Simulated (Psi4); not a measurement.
C₄H₁₀O (SMILES CCCCO), singlet, geometry from GFN2-xTB; MP2/STO-3G run with Psi4 1.11.

Psi4 was given this input:
```
memory 2 GB

molecule {
0 1
  C    -2.50952667   -0.11271046    0.13381353
  C    -1.18241311   -0.05565564   -0.61255972
  C     0.00006199    0.00132060    0.34916149
  C     1.33492427    0.05877013   -0.38525329
  O     2.37065623    0.10911372    0.57317068
  H    -2.55146089   -0.99462734    0.76884867
  H    -3.34093224   -0.15286017   -0.56605456
  H    -2.63091770    0.76660652    0.76220143
  H    -1.16625082    0.82520369   -1.25876653
  H    -1.08678075   -0.93632417   -1.25211817
  H    -0.07888728    0.88179725    0.98877387
  H     0.00049772   -0.87784502    0.99541510
  H     1.36587285    0.94922887   -1.03103334
  H     1.44614708   -0.83012390   -1.02431772
  H     3.21918334    0.14568675    0.12071370
}

set basis sto-3g

energy('mp2')
print_variables()
```

Write the output that Psi4 gives for this input, abridged.


```
    SCF Algorithm Type (re)set to DF.

   => Loading Basis Set <=

    Name: STO-3G
    Role: ORBITAL
    Keyword: BASIS

         ---------------------------------------------------------
                                   SCF
               by Justin Turney, Rob Parrish, Andy Simmonett
                          and Daniel G. A. Smith
                              RHF Reference
         ---------------------------------------------------------

  ==> Geometry <==

    Molecular point group: c1
    Full point group: C1

    Geometry (in Angstrom), charge = 0, multiplicity = 1:

       Center              X                  Y                   Z               Mass
    ------------   -----------------  -----------------  -----------------  -----------------
         C           -2.573972799681    -0.115693398263     0.113810148605    12.000000000000
         C           -1.246859239681    -0.058638578263    -0.632563101395    12.000000000000
         C           -0.064384139681    -0.001662338263     0.329158108605    12.000000000000
         C            1.270478140319     0.055787191737    -0.405256671395    12.000000000000
         O            2.306210100319     0.106130781737     0.553167298605    15.994914619570
         H           -2.615907019681    -0.997610278263     0.748845288605     1.007825032230
         H           -3.405378369681    -0.155843108263    -0.586057941395     1.007825032230
         H           -2.695363829681     0.763623581737     0.742198048605     1.007825032230
         H           -1.230696949681     0.822220751737    -1.278769911395     1.007825032230
         H           -1.151226879681    -0.939307108263    -1.272121551395     1.007825032230
         H           -0.143333409681     0.878814311737     0.968770488605     1.007825032230
         H           -0.063948409681    -0.880827958263     0.975411718605     1.007825032230
         H            1.301426720319     0.946245931737    -1.051036721395     1.007825032230
         H            1.381700950319    -0.833106838263    -1.044321101395     1.007825032230
         H            3.154737210319     0.142703811737     0.100710318605     1.007825032230

  Running in c1 symmetry.

  Rotational constants: A =      0.62899  B =      0.06653  C =      0.06300 [cm^-1]
  Rotational constants: A =  18856.52520  B =   1994.54380  C =   1888.62230 [MHz]
  Nuclear repulsion =  185.584965053218156

  Charge       = 0
  Multiplicity = 1
  Electrons    = 42
  Nalpha       = 21
  Nbeta        = 21

  ==> Algorithm <==

  SCF Algorithm Type is DF.
  DIIS enabled.
  MOM disabled.
  Fractional occupation disabled.
  Guess Type is SAD.
  Energy threshold   = 1.00e-08
  Density threshold  = 1.00e-08
  Integral threshold = 1.00e-12

  ==> Primary Basis <==

  Basis Set: STO-3G
    Blend: STO-3G
    Number of shells: 25
    Number of basis functions: 35
    Number of Cartesian functions: 35
    Spherical Harmonics?: true
    Max angular momentum: 1

   => Loading Basis Set <=

    Name: (STO-3G AUX)
    Role: JKFIT
    Keyword: DF_BASIS_SCF

  ==> Integral Setup <==

  SCF_SUBTYPE=INCORE selected. In-core MEM_DF algorithm will be used.
  Using in-core AOs.

  ==> MemDFJK: Density-Fitted J/K Matrices <==

    J tasked:                   Yes
    K tasked:                   Yes
    wK tasked:                   No
    Algorithm:                 Core
    Schwarz Cutoff:           1E-12
    Mask sparsity (%):       1.6327
    Fitting Condition:        1E-10

   => Auxiliary Basis Set <=

  Basis Set: (STO-3G AUX)
    Blend: DEF2-UNIVERSAL-JKFIT
    Number of shells: 185
    Number of basis functions: 557
    Number of Cartesian functions: 649
    Spherical Harmonics?: true
    Max angular momentum: 4

  Minimum eigenvalue in the overlap matrix is 1.9916861893E-01.
  Reciprocal condition number of the overlap matrix is 7.6774610971E-02.
    Using symmetric orthogonalization.

  ==> Pre-Iterations <==

[...]
  Energy and wave function converged.

  ==> Post-Iterations <==

    Orbital Energies [Eh]
    ---------------------

    Doubly Occupied:

[...]
    Virtual:

[...]
    Final Occupation by Irrep:
              A
    DOCC [    21 ]
    NA   [    21 ]
    NB   [    21 ]

  @DF-RHF Final Energy:  -229.29019300252924

   => Energetics <=

    Nuclear Repulsion Energy =            185.5849650532181556
    One-Electron Energy =                -680.3869643876965938
    Two-Electron Energy =                 265.5118063319491739
    Total Energy =                       -229.2901930025292359

Computation Completed

Properties will be evaluated at   0.000000,   0.000000,   0.000000 [a0]

Properties computed using the SCF density matrix

 Multipole Moments:

 ------------------------------------------------------------------------------------
     Multipole            Electronic (a.u.)      Nuclear  (a.u.)        Total (a.u.)
 ------------------------------------------------------------------------------------

 L = 1.  Multiply by 2.5417464519 to convert [e a0] to [Debye]
 Dipole X            :          5.1694532           -5.1149924            0.0544608
 Dipole Y            :          0.2371840           -0.2367513            0.0004327
 Dipole Z            :          1.0512970           -1.5876384           -0.5363414
 Magnitude           :                                                    0.5390995

 ------------------------------------------------------------------------------------

  //>>>>>>>>>>>>>>>>>>>>>>>>>>>>>>>>>>>//
  //               DFMP2               //
  //<<<<<<<<<<<<<<<<<<<<<<<<<<<<<<<<<<<//

   => Loading Basis Set <=

    Name: (STO-3G AUX)
    Role: RIFIT
    Keyword: DF_BASIS_MP2

	 --------------------------------------------------------
	                          DF-MP2
	      2nd-Order Density-Fitted Moller-Plesset Theory

	        Rob Parrish, Justin Turney, Andy Simmonett,
	           Ed Hohenstein, and C. David Sherrill
	 --------------------------------------------------------

   => Auxiliary Basis Set <=

  Basis Set: (STO-3G AUX)
    Blend: DEF2-SVP-RI
    Number of shells: 140
    Number of basis functions: 380
    Number of Cartesian functions: 425
    Spherical Harmonics?: true
    Max angular momentum: 3

	 --------------------------------------------------------
	                 NBF =    35, NAUX =   380
	 --------------------------------------------------------
	   CLASS    FOCC     OCC    AOCC    AVIR     VIR    FVIR
	   PAIRS       0      21      21      14      14       0
	 --------------------------------------------------------

	-----------------------------------------------------------
	 ==================> DF-MP2 Energies <====================
	-----------------------------------------------------------
	 Reference Energy          =    -229.2901930025292359 [Eh]
	 Singles Energy            =      -0.0000000000000000 [Eh]
	 Same-Spin Energy          =      -0.0252541619170868 [Eh]
	 Opposite-Spin Energy      =      -0.2149050898799391 [Eh]
	 Correlation Energy        =      -0.2401592517970259 [Eh]
	 Total Energy              =    -229.5303522543262602 [Eh]
	-----------------------------------------------------------
	 ================> DF-SCS-MP2 Energies <==================
	-----------------------------------------------------------
	 SCS Same-Spin Scale       =       0.3333333333333333 [-]
	 SCS Opposite-Spin Scale   =       1.2000000000000000 [-]
	 SCS Same-Spin Energy      =      -0.0084180539723623 [Eh]
	 SCS Opposite-Spin Energy  =      -0.2578861078559269 [Eh]
	 SCS Correlation Energy    =      -0.2663041618282892 [Eh]
	 SCS Total Energy          =    -229.5564971643575234 [Eh]
	-----------------------------------------------------------

  Variable Map:
  ----------------------------------------------------------------------------
[...]
  Array Variable Map:
  ----------------------------------------------------------------------------
[...]
[...]
```
